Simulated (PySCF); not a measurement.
# Computed records: CH$_{5}$B$_{2}$N, CH$_{4}$B$_{2}$O, B$_{2}$H$_{3}$N

Calculation on a computer-drawn molecule: optimised geometry and harmonic frequencies of an isolated molecule of the commonest isotopes, restricted reference for singlets and unrestricted otherwise, frozen core in MP2. Program: PySCF 2.14.0.

Common to all runs: charge 0; multiplicity 1; basis cc-pVDZ.

(1) CH$_{5}$B$_{2}$N

Start structure:
```xyz
9
CH5B2N
B     -0.8445    -1.3590    -2.8800
B     -1.3852    -0.5801    -1.6419
C     -1.7155     0.3266    -0.5127
N     -2.6101     0.0769     0.5858
H     -1.2132    -2.4894    -2.9928
H     -0.1530    -0.9867    -3.7334
H     -1.2966     1.3193    -0.4672
H     -2.4091     0.5966     1.4126
H     -2.8279    -0.8728     0.6616
```

```
method                                        : HF
rotational constants                          : 48.35, 3.491, 3.267 GHz
total energy                                  : -144.5139 hartree
convergence status largest gradient component : 2.602e-05 hartree/bohr
```

Drawn bonds:
```tsv
atom	other atom	order
1	2	1
2	3	2
3	4	1
1	5	1
1	6	1
3	7	1
4	8	1
4	9	1
```

Optimised structure:
```xyz
9
CH5B2N
B     -0.8621    -1.3921    -2.8845
B     -1.3667    -0.5528    -1.5901
C     -1.7475     0.2722    -0.5027
N     -2.6237     0.1059     0.5564
H     -1.2147    -2.5261    -3.0682
H     -0.1174    -0.8944    -3.6853
H     -1.2969     1.2642    -0.5466
H     -2.3647     0.5985     1.3888
H     -2.8615    -0.8441     0.7643
```

Modes:
```tsv
frequency (cm⁻¹)	reduced mass (dalton)
146.8	2.432
171.7	3.008
358.1	1.074
432	2.062
453.6	1.397
669.5	2.064
712.1	1.591
813.3	2.434
888	1.455
982.2	1.367
1178	1.106
1211	1.601
1296	2.295
1387	1.555
1700	3.089
1801	1.205
2664	1.056
2731	1.122
3274	1.084
3769	1.049
3873	1.099
```

(2) CH$_{4}$B$_{2}$O

Start structure:
```xyz
8
CH4B2O
B     -2.0613     0.8566    -1.9896
B     -0.5366     0.5996    -1.7080
C      0.8210     0.4618    -1.2932
O      1.8524    -0.0270    -2.0290
H     -2.7965     1.2416    -1.1823
H     -2.6477     0.5794    -3.0518
H      0.9704     0.6974    -0.3139
H      2.6515     0.0958    -1.4551
```

```
method                                        : HF
rotational constants                          : 53.07, 3.548, 3.325 GHz
total energy                                  : -164.3345 hartree
convergence status largest gradient component : 2.955e-05 hartree/bohr
```

Drawn bonds:
```tsv
atom	other atom	order
1	2	1
2	3	2
3	4	1
1	5	1
1	6	1
3	7	1
4	8	1
```

Optimised structure:
```xyz
8
CH4B2O
B     -2.1186     0.8286    -2.0087
B     -0.5337     0.6053    -1.6998
C      0.8122     0.4608    -1.2911
O      1.8558     0.0159    -2.0214
H     -2.8486     1.2492    -1.1530
H     -2.5862     0.5804    -3.0854
H      1.0281     0.7443    -0.2608
H      2.6443     0.0207    -1.5027
```

Modes:
```tsv
frequency (cm⁻¹)	reduced mass (dalton)
156	2.807
188.6	2.921
226.6	1.12
433.7	2.484
435.8	1.28
691.3	2.567
822.7	2.658
869.6	1.539
986.8	1.373
1214	1.78
1275	1.505
1312	1.478
1400	1.565
1751	3.562
2674	1.056
2744	1.122
3271	1.086
4177	1.067
```

(3) B$_{2}$H$_{3}$N

Start structure:
```xyz
6
B2H3N
B     -3.5280    -0.4969    -0.5087
B     -2.2634    -1.3464    -1.0851
N     -1.3139    -1.8792    -1.5522
H     -3.6138     0.7116    -0.5477
H     -4.5205    -1.0302     0.0066
H     -0.5242    -2.3811    -1.8900
```

```
method                                        : HF
rotational constants                          : 236.8, 7.431, 7.205 GHz
total energy                                  : -105.5492 hartree
convergence status largest gradient component : 3.566e-05 hartree/bohr
```

Drawn bonds:
```tsv
atom	other atom	order
1	2	1
2	3	2
1	4	1
1	5	1
3	6	1
```

Optimised structure:
```xyz
6
B2H3N
B     -3.5860    -0.4645    -0.4887
B     -2.2527    -1.3075    -1.1022
N     -1.2829    -1.9199    -1.5475
H     -3.6291     0.7306    -0.5381
H     -4.5061    -1.0503     0.0042
H     -0.5070    -2.4106    -1.9049
```

Modes:
```tsv
frequency (cm⁻¹)	reduced mass (dalton)
305.8	2.474
308.8	3.475
476.3	1.2
605.2	1.246
761.5	4.362
828	1.555
1018	1.412
1283	1.16
2087	7.646
2701	1.056
2777	1.126
4086	1.102
```

(4) B$_{2}$H$_{3}$N

Start structure:
```xyz
6
B2H3N
B     -3.5860    -0.4645    -0.4887
B     -2.2527    -1.3075    -1.1022
N     -1.2829    -1.9199    -1.5475
H     -3.6291     0.7306    -0.5381
H     -4.5061    -1.0502     0.0042
H     -0.5070    -2.4106    -1.9049
```

```
method                                        : MP2
rotational constants                          : 234.8, 7.325, 7.103 GHz
total energy                                  : -105.8723 hartree
convergence status largest gradient component : 1.699e-05 hartree/bohr
```

Drawn bonds:
```tsv
atom	other atom	order
1	2	1
2	3	2
1	4	1
1	5	1
3	6	1
```

Optimised structure:
```xyz
6
B2H3N
B     -3.5901    -0.4617    -0.4867
B     -2.2642    -1.2998    -1.0967
N     -1.2713    -1.9274    -1.5531
H     -3.6380     0.7412    -0.5344
H     -4.5183    -1.0476     0.0100
H     -0.4820    -2.4267    -1.9163
```

Modes:
```tsv
frequency (cm⁻¹)	reduced mass (dalton)
261.6	3.828
261.8	3.151
419.1	1.127
543.8	1.212
753	4.289
787.6	1.492
982.6	1.395
1230	1.163
1905	7.792
2644	1.056
2727	1.125
3863	1.101
```
